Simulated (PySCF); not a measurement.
Job file and geometry (Å, from GFN2-xTB) of an NMR shielding run on SMILES C=[C](CC1CC1)[AlH][NH]C, C7H14AlN, GIAO PBE0/pcSseg-1 NMR shielding, non-relativistic, gas phase (PySCF 2.14.0, density-fitted response routines); density fitting, a coarse starting grid and PySCF grid level 2 are the driver's defaults:

```
$ OMP_NUM_THREADS=1 python probes_run.py task.json out

{"job": {"kind": "nmr", "xc": "PBE0", "basis": "pcSseg-1"}, "charge": 0, "multiplicity": 1}
C      0.553196     2.484102    -0.563695
C     -0.053979     1.505674     0.112035
C     -1.531167     1.618552     0.412747
C     -2.316746     0.393292    -0.018061
C     -1.822978    -0.480772    -1.128967
C     -1.817893    -0.986345     0.279535
Al     0.975727    -0.106575     0.672509
N      1.964488    -1.064739    -0.467734
C      3.100767    -1.924674    -0.153485
H      0.046767     3.373384    -0.922883
H      1.610882     2.430380    -0.784868
H     -1.957434     2.501126    -0.077585
H     -1.663266     1.742340     1.493886
H     -3.391604     0.533334     0.048837
H     -2.532672    -0.898609    -1.827554
H     -0.865650    -0.223642    -1.566911
H     -2.520803    -1.752505     0.573245
H     -0.844318    -1.082055     0.767020
H      1.072267    -0.502806     2.166971
H      1.790898    -1.081753    -1.468790
H      2.913792    -2.964897    -0.438901
H      3.272047    -1.893463     0.922341
H      4.012927    -1.592367    -0.660495
```

Problem. What does the program print?

Solution. 
```
coarse grid: 18968 points
cycle   1  E = -571.6122792538  dE =  9.791e-01  |g| = 5.629e-01  |ddm| = 4.245e+00
cycle   2  E = -571.5537720887  dE =  5.851e-02  |g| = 7.633e-01  |ddm| = 1.239e+00
cycle   3  E = -571.6925230006  dE = -1.388e-01  |g| = 1.078e-01  |ddm| = 7.757e-01
cycle   4  E = -571.6949046824  dE = -2.382e-03  |g| = 3.754e-02  |ddm| = 1.150e-01
cycle   5  E = -571.6952374378  dE = -3.328e-04  |g| = 6.235e-03  |ddm| = 3.625e-02
cycle   6  E = -571.6952469571  dE = -9.519e-06  |g| = 1.549e-03  |ddm| = 9.635e-03
final grid: 176552 points
cycle   7  E = -571.7475237704  dE = -5.238e-05  |g| = 1.019e-02  |ddm| = 3.911e-02
cycle   8  E = -571.7475115719  dE =  1.220e-05  |g| = 1.252e-02  |ddm| = 2.048e-02
cycle   9  E = -571.7475503426  dE = -3.877e-05  |g| = 1.328e-03  |ddm| = 1.133e-02
cycle  10  E = -571.7475507144  dE = -3.719e-07  |g| = 3.378e-04  |ddm| = 1.296e-03
cycle  11  E = -571.7475507381  dE = -2.373e-08  |g| = 8.718e-05  |ddm| = 3.678e-04
cycle  12  E = -571.7475507394  dE = -1.249e-09  |g| = 4.568e-05  |ddm| = 1.071e-04
cycle  13  E = -571.7475507399  dE = -5.227e-10  |g| = 9.195e-06  |ddm| = 4.677e-05
converged SCF energy = -571.7475507399

GIAO shielding tensors (ppm)
atom      isotropic    diamagn.    paramagn.     s11        s22        s33       span
  0 C       47.656     252.820    -205.164    -71.966     67.600    147.334    219.300
  1 C       24.565     262.361    -237.797    -93.514    -13.337    180.545    274.059
  2 C      142.967     244.223    -101.256    124.090    142.059    162.751     38.661
  3 C      174.196     257.137     -82.941    143.732    162.152    216.703     72.971
  4 C      182.965     253.755     -70.790    154.800    179.090    215.006     60.206
  5 C      176.822     254.496     -77.674    149.573    169.376    211.516     61.943
  6 Al     383.382     800.781    -417.400    364.749    386.892    398.505     33.756
  7 N      213.916     326.644    -112.728    168.707    225.027    248.015     79.308
  8 C      152.231     237.929     -85.698    125.953    145.524    185.216     59.263
  9 H       25.416      30.808      -5.392     21.700     24.983     29.565      7.865
 10 H       26.043      32.216      -6.173     22.697     24.158     31.275      8.578
 11 H       29.225      31.037      -1.812     24.917     27.942     34.816      9.899
 12 H       28.652      29.640      -0.988     24.954     26.988     34.014      9.059
 13 H       30.641      31.635      -0.994     23.244     27.635     41.045     17.802
 14 H       31.307      31.280       0.027     25.145     26.511     42.265     17.120
 15 H       31.390      33.786      -2.396     25.132     29.991     39.047     13.915
 16 H       30.566      31.436      -0.870     24.458     26.566     40.674     16.217
 17 H       32.278      34.600      -2.323     25.680     29.812     41.342     15.662
 18 H       27.109      31.070      -3.961     23.934     25.537     31.856      7.922
 19 H       30.441      35.648      -5.207     22.453     31.148     37.722     15.269
 20 H       28.683      26.381       2.302     23.151     26.775     36.123     12.972
 21 H       28.685      27.386       1.299     24.577     27.365     34.112      9.535
 22 H       28.644      25.554       3.090     23.116     26.721     36.095     12.978
```

Size and cost of the density-fitted run: 230 basis functions, 120 s wall time on 1 thread of an Arm Neoverse N1, shared host; peak memory 1.1 GiB.
